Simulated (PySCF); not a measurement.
```xyz
4
charge 0 multiplicity 3, angstrom
Au    0.0047    0.0000    0.1460
S    -0.0465    0.0000   -2.0214
O     0.0663    0.0000    2.0862
H    -0.8031    0.0000    2.5077
```

These are results of PySCF, UPBE0, basis Au def2-SVP with ECP60, S def2-SVP, O def2-SVP, H def2-SVP (scalar-relativistic core potentials, no spin–orbit coupling, density fitting), not measurements.

This geometry of AuS(OH) is a stationary point at this level.

Question: What is the point group?

Answer: Cs.

Question: Is it a minimum?

Answer: Yes: all harmonic wavenumbers are real.

Question: List the harmonic modes with their infrared intensities.

Answer: 
```
symmetry  ω (cm⁻¹)  IR (km/mol)
     a''       123          4.5
      a'       135          1.3
      a'       425          1.6
      a'       622         37.5
      a'       741          147
      a'      3864          218
```

Only a few start shapes were tried, so a lower isomer may exist. With open d or f shells other occupations or spin states may lie lower. With an element this heavy the missing spin–orbit coupling can shift these numbers.
